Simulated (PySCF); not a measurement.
3-bromopyridine, C5H4BrN.
Atom-mapped SMILES: `[Br:1][c:2]1[cH:3][cH:4][cH:5][n:6][cH:7]1` (hydrogens: H8 on C3; H9 on C4; H10 on C5; H11 on C7)

Computed, not measured: PBE0-D3(BJ)/def2-SVP geometry optimisation, gas phase (PySCF 2.14.0).

Question: Give the optimised bond lengths and angles.

Answer: 
| bond | length (Å) |
| --- | --- |
| Br1–C2 | 1.882 |
| C2–C3 | 1.392 |
| C3–C4 | 1.392 |
| C4–C5 | 1.394 |
| C5–N6 | 1.330 |
| N6–C7 | 1.327 |
| C2–C7 | 1.398 |
| C3–H8 | 1.092 |
| C4–H9 | 1.092 |
| C5–H10 | 1.096 |
| C7–H11 | 1.095 |

A selection of angles:
| angle | degrees |
| --- | --- |
| Br1–C2–C3 | 120.7 |
| Br1–C2–C7 | 119.9 |
| C3–C2–C7 | 119.4 |
| C2–C3–C4 | 117.8 |
| C2–C3–H8 | 120.7 |
| C4–C3–H8 | 121.5 |
| C3–C4–C5 | 118.7 |
| C3–C4–H9 | 120.7 |
| C5–C4–H9 | 120.6 |
| C4–C5–N6 | 123.1 |
| C4–C5–H10 | 120.3 |
| N6–C5–H10 | 116.5 |
| C5–N6–C7 | 118.6 |
| N6–C7–H11 | 117.6 |
| C2–C7–N6 | 122.4 |
| C2–C7–H11 | 120.0 |

The 6-membered ring C2–C3–C4–C5–N6–C7 has internal angles of 117.8° to 123.1°; it is planar, 0.00 Å rms from its mean plane, widest ring torsion 0°. The 7 heavy atoms lie in one plane (0.000 Å rms).

Point group: Cs (tolerance 0.08 Å). PBE0-D3(BJ)/def2-SVP frequencies: not computed here.

Time: 38 s of wall time; peak memory 0.67 GiB. Hardware: an Arm Neoverse V1 with one thread, shared host with 32 logical CPUs at a one-minute load of 18. That covers the optimisation of the geometry.
